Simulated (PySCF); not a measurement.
Vertical excitations of a molecule C5H7F from PySCF 2.14.0 with TDA-ωB97X/def2-SVPD, as energy in eV (oscillator strength): 7.07 (0.031), 7.50 (0.786), 7.80 (0.000), 8.18 (0.002), 8.59 (0.018), 8.60 (0.007), 8.75 (0.000), 9.05 (0.000), 9.09 (0.002), 9.28 (0.003). Lowest triplet (TDA): 4.32 eV. Coordinates come from a B3LYP-D3(BJ)/def2-SVP optimisation. Other conformers were not sampled.

Question: Which molecule gave these data?
A. CC1=CC[C@@H]1F
B. C[C@@]1(F)C=CC1
C. F/C=C\C1CC1
D. FC=C1CCC1

Answer: C, F/C=C\C1CC1
